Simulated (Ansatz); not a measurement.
Two structures of BH$_{4}$O$_{3}$F, closed shell, reached by relaxing down either side of one saddle point (PBE0-D4/def2-TZVP). Energies are electronic, without zero-point energy. Program: Ansatz 0.2.0. Basis: def2-TZVPP and def2-QZVPP. Cores are frozen in the correlated methods. Extrapolation: Hartree–Fock as exp(−7.88 √X), correlation as X^−2.97. First:

```tsv
atom	x (Å)	y (Å)	z (Å)
B1	-0.4692	0.1561	-0.3865
O2	0.6712	0.7848	0.0877
O3	-0.7521	-1.1080	0.0041
O4	-1.2705	0.8486	-1.2400
H5	1.5070	-0.2090	1.1061
F6	1.6577	-1.0148	1.5780
H7	0.7886	1.6778	-0.2428
H8	-0.0972	-1.4758	0.6116
H9	-2.0356	0.3402	-1.5182
```

Second:

```
9
angstrom
B -0.6737 -0.4367 0.3227
O 1.7352 0.9480 -0.4396
O -0.8024 -1.5399 -0.4544
O -1.2275 0.7509 -0.0381
H 2.0790 0.8737 0.4540
F -0.0509 -0.4889 1.5026
H 0.9560 1.5060 -0.3531
H -0.3425 -2.3071 -0.1072
H -1.6733 0.6939 -0.8869
```

**Question.** Which bonds change from the first to the second?

**Answer.** BH₃O₃ ([OH][B]([OH])[OH]) + HF → BH₂O₂F ([OH][B]([OH])[F]) + H₂O; bonds formed: B1–F6, O2–H5; bonds broken: B1–O2, H5–F6.

**Question.** Give the saddle point's structure and its height above each. (An estimate is asked for; the value comes from the calculation.)

**Answer.** The calculation gives: 1.384 eV above the first and 1.273 eV above the second (CCSD(T) at an estimated basis limit (MP2 extrapolated from triple and quadruple zeta, plus CCSD(T) − MP2 in triple zeta)).
```tsv
atom	x (Å)	y (Å)	z (Å)
B1	-0.2288	-0.0834	-0.1001
O2	1.2046	0.4169	-0.3087
O3	-0.5343	-1.3604	-0.4877
O4	-1.1285	0.9325	-0.2948
H5	1.1305	0.3018	0.8569
F6	0.2770	-0.1372	1.5547
H7	1.1881	1.3376	-0.5931
H8	0.1172	-2.0167	-0.2372
H9	-2.0259	0.6089	-0.3899
```

No T1 diagnostic of these runs exceeds 0.012.

Steps of this kind, hydrogen fluoride cutting a network bond, underlie vapour etching and the fluorination step of atomic layer etching.

Labels in which every atom is bracketed show which atoms are joined, not bond orders.

For scale, one of the runs: CCSD(T)/def2-TZVPP, 211 basis functions, launched by `ansatz run in.yaml --threads 4 --pin off --events-out ev --progress --plain --max-ram 9574MiB`. Time: 110 s of wall clock on 4 CPU threads of an Arm Neoverse V1; the host was shared. Peak host memory: 3.4 GiB.
